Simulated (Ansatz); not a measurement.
`Cc1cc(-c2sc(-c3sc(-c4sc(-c5sc(-c6sc(N(C)C)cc6C)cc5C)cc4C)cc3C)cc2C)sc1C#N`. Charge 0, multiplicity 3. Geometry PBE-D4/def2-SVP, that of the neutral singlet; atoms count from 1.

```xyz
71

C    -8.512    2.717   -7.976
C    -7.093    2.300   -7.724
C    -6.495    2.198   -6.444
C    -5.156    1.788   -6.451
C    -4.292    1.596   -5.315
S    -4.940    1.905   -3.714
C    -3.427    1.485   -2.933
C    -3.248    1.528   -1.507
S    -1.667    1.133   -0.849
C    -2.207    1.367    0.803
C    -1.294    1.156    1.895
S     0.188    0.252    1.622
C     0.705    0.439    3.288
C     1.946   -0.142    3.727
S     2.705   -1.390    2.753
C     4.068   -1.534    3.850
C     5.153   -2.448    3.623
S     6.463   -2.490    4.810
C     7.313   -3.739    3.919
N     8.489   -4.263    4.400
C     9.179   -3.595    5.484
C     9.228   -5.165    3.540
C     6.620   -4.073    2.754
C     5.399   -3.359    2.587
C     4.489   -3.569    1.410
C     3.896   -0.649    4.921
C     2.718    0.138    4.869
C     2.370    1.165    5.908
C    -0.250    1.177    3.996
C    -1.374    1.587    3.231
C    -2.499    2.401    3.803
C    -3.550    1.756    0.809
C    -4.148    1.851   -0.474
C    -5.583    2.240   -0.683
C    -2.484    1.127   -3.903
C    -2.948    1.184   -5.239
C    -2.090    0.838   -6.422
S    -4.618    1.519   -8.099
C    -6.187    1.959   -8.739
C    -6.424    1.943  -10.131
N    -6.634    1.934  -11.291
H    -8.703    3.734   -7.575
H    -9.222    2.029   -7.473
H    -8.748    2.724   -9.057
H    -7.034    2.422   -5.512
H     8.466   -3.361    6.302
H     9.955   -4.266    5.898
H     9.667   -2.639    5.173
H    10.067   -5.607    4.109
H     8.575   -5.994    3.196
H     9.643   -4.659    2.634
H     6.976   -4.815    2.028
H     4.342   -2.634    0.830
H     4.903   -4.333    0.723
H     3.480   -3.909    1.725
H     4.629   -0.566    5.736
H     3.241    1.377    6.558
H     2.045    2.119    5.446
H     1.542    0.823    6.566
H    -0.158    1.399    5.065
H    -3.418    1.793    3.948
H    -2.771    3.246    3.138
H    -2.221    2.816    4.790
H    -4.116    1.936    1.731
H    -6.085    2.421    0.287
H    -5.677    3.166   -1.289
H    -6.152    1.450   -1.217
H    -1.460    0.825   -3.641
H    -2.517   -0.002   -7.010
H    -1.984    1.696   -7.120
H    -1.075    0.541   -6.097
```

Single mean-field runs in def2-SVP are fitted with def2-universal-jkfit. At PBE0-D4/def2-SVP a singlet of charge 0 lies 1.61 eV below the triplet at the same geometry.

(1) Estimate the Mulliken populations of the heavy atoms from the PBE0/def2-SVP orbitals of Ansatz.

(2) Where does the spin sit?

(3) And the Mayer bond orders between heavy atoms (over 0.3, the first 40 of 46)?

## Answers

(1) 
```json
{"atom": "C1", "charge (e)": "0.03", "spin (α − β)": "0.01"}
{"atom": "C2", "charge (e)": "0.00", "spin (α − β)": "-0.07"}
{"atom": "C3", "charge (e)": "-0.08", "spin (α − β)": "0.13"}
{"atom": "C4", "charge (e)": "-0.08", "spin (α − β)": "-0.08"}
{"atom": "C5", "charge (e)": "-0.07", "spin (α − β)": "0.23"}
{"atom": "S6", "charge (e)": "0.08", "spin (α − β)": "0.05"}
{"atom": "C7", "charge (e)": "-0.08", "spin (α − β)": "-0.04"}
{"atom": "C8", "charge (e)": "-0.07", "spin (α − β)": "0.26"}
{"atom": "S9", "charge (e)": "0.09", "spin (α − β)": "0.05"}
{"atom": "C10", "charge (e)": "-0.09", "spin (α − β)": "0.14"}
{"atom": "C11", "charge (e)": "-0.08", "spin (α − β)": "0.12"}
{"atom": "S12", "charge (e)": "0.10", "spin (α − β)": "0.03"}
{"atom": "C13", "charge (e)": "-0.09", "spin (α − β)": "0.25"}
{"atom": "C14", "charge (e)": "-0.08", "spin (α − β)": "-0.04"}
{"atom": "S15", "charge (e)": "0.10", "spin (α − β)": "0.00"}
{"atom": "C16", "charge (e)": "-0.08", "spin (α − β)": "0.19"}
{"atom": "C17", "charge (e)": "-0.09", "spin (α − β)": "-0.05"}
{"atom": "S18", "charge (e)": "0.06", "spin (α − β)": "-0.01"}
{"atom": "C19", "charge (e)": "0.08", "spin (α − β)": "0.08"}
{"atom": "N20", "charge (e)": "-0.38", "spin (α − β)": "0.04"}
{"atom": "C21", "charge (e)": "0.04", "spin (α − β)": "0.00"}
{"atom": "C22", "charge (e)": "0.05", "spin (α − β)": "0.00"}
{"atom": "C23", "charge (e)": "-0.08", "spin (α − β)": "-0.02"}
{"atom": "C24", "charge (e)": "-0.11", "spin (α − β)": "0.12"}
{"atom": "C25", "charge (e)": "0.01", "spin (α − β)": "-0.01"}
{"atom": "C26", "charge (e)": "-0.05", "spin (α − β)": "-0.07"}
{"atom": "C27", "charge (e)": "-0.09", "spin (α − β)": "0.17"}
{"atom": "C28", "charge (e)": "0.01", "spin (α − β)": "-0.02"}
{"atom": "C29", "charge (e)": "-0.03", "spin (α − β)": "-0.04"}
{"atom": "C30", "charge (e)": "-0.11", "spin (α − β)": "0.18"}
{"atom": "C31", "charge (e)": "0.01", "spin (α − β)": "-0.02"}
{"atom": "C32", "charge (e)": "-0.03", "spin (α − β)": "0.12"}
{"atom": "C33", "charge (e)": "-0.13", "spin (α − β)": "0.01"}
{"atom": "C34", "charge (e)": "0.02", "spin (α − β)": "0.00"}
{"atom": "C35", "charge (e)": "-0.05", "spin (α − β)": "0.19"}
{"atom": "C36", "charge (e)": "-0.11", "spin (α − β)": "-0.10"}
{"atom": "C37", "charge (e)": "0.01", "spin (α − β)": "0.01"}
{"atom": "S38", "charge (e)": "0.16", "spin (α − β)": "0.04"}
{"atom": "C39", "charge (e)": "-0.26", "spin (α − β)": "0.12"}
{"atom": "C40", "charge (e)": "-0.12", "spin (α − β)": "-0.04"}
{"atom": "N41", "charge (e)": "-0.02", "spin (α − β)": "0.06"}
```
Mulliken values depend strongly on the basis.

(2) Summed by element: C 1.72, S 0.15, N 0.10, H 0.03, of 2 unpaired in all. Largest on single atoms: C8 0.26, C13 0.25, C5 0.23.

(3) C1–C2 1.10 (1.50 Å); C2–C3 1.33 (1.42 Å); C2–C39 1.43 (1.40 Å); C3–C4 1.41 (1.40 Å); C4–C5 1.22 (1.44 Å); C4–S38 1.10 (1.75 Å); C5–S6 1.09 (1.76 Å); C5–C36 1.38 (1.41 Å); S6–C7 1.07 (1.75 Å); C7–C8 1.32 (1.44 Å); C7–C35 1.32 (1.40 Å); C8–S9 1.08 (1.76 Å); C8–C33 1.28 (1.41 Å); S9–C10 1.05 (1.75 Å); C10–C11 1.35 (1.44 Å); C10–C32 1.26 (1.40 Å); C11–S12 1.07 (1.76 Å); C11–C30 1.29 (1.41 Å); S12–C13 1.06 (1.75 Å); C13–C14 1.27 (1.44 Å); C13–C29 1.30 (1.40 Å); C14–S15 1.08 (1.76 Å); C14–C27 1.38 (1.41 Å); S15–C16 1.09 (1.76 Å); C16–C17 1.25 (1.44 Å); C16–C26 1.37 (1.40 Å); C17–S18 1.05 (1.77 Å); C17–C24 1.45 (1.40 Å); S18–C19 1.12 (1.75 Å); C19–N20 1.16 (1.37 Å); C19–C23 1.41 (1.40 Å); N20–C21 0.98 (1.45 Å); N20–C22 0.99 (1.45 Å); C23–C24 1.29 (1.42 Å); C24–C25 1.09 (1.50 Å); C26–C27 1.38 (1.42 Å); C27–C28 1.10 (1.50 Å); C29–C30 1.43 (1.42 Å); C30–C31 1.10 (1.50 Å); C32–C33 1.46 (1.42 Å).
